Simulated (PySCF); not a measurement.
**Spin states and ions at one geometry of [PbBr3]+**

PySCF 2.14.0, RKS B3LYP, Pb def2-SVP with ECP60, Br def2-SVP; non-relativistic Hamiltonian with scalar-relativistic core potentials where named; density fitting; no spin-orbit coupling; singlets restricted, open shells unrestricted. The geometry is relaxed for charge +1, singlet, vacuum:

```xyz
4

Pb    0.0000    0.0000    0.0000
Br    2.5347    0.0000    0.0000
Br   -1.2674    2.1951    0.0000
Br   -1.2674   -2.1951    0.0000
```

Energies count from the relaxed state; an electron taken off or put on is at rest in vacuum. Charges and spins are Mulliken's.

| state | energy (eV) | spin squared | charge on Pb1 (e) | spin on Pb1 (e) | dipole about the centre of mass (D) |
| --- | --- | --- | --- | --- | --- |
| charge +1, singlet, vacuum | 0.00 | 0.00 | 0.89 | 0.00 | 0.00 |
| charge +1, triplet, vacuum | 1.73 | 2.01 | 0.81 | 0.11 | 0.00 |
| charge +2, doublet, vacuum | 15.55 | 0.75 | 0.98 | -0.07 | 0.00 |

Problem. What does the state charge 0, doublet, vacuum give?

Solution. energy (eV) -8.51, spin squared 0.75, charge on Pb1 (e) 0.71, spin on Pb1 (e) 0.16, dipole about the centre of mass (D) 0.00.

With an electron taken off (doublet) the charges change, summed by element, by Pb +0.10 e, Br +0.90 e. The vertical ionisation energy is 15.55 eV, against −ε(HOMO) = 13.49 eV of the relaxed state. The level lies 2.1 eV too high, as is usual for semilocal functionals and global hybrids, which keep a self-interaction error.

With an electron put on (doublet) the charges change, summed by element, by Pb -0.18 e, Br -0.82 e. The vertical electron affinity is 8.51 eV, against −ε(LUMO) = 10.56 eV of the relaxed state.

Open shells may have lower solutions than those found.
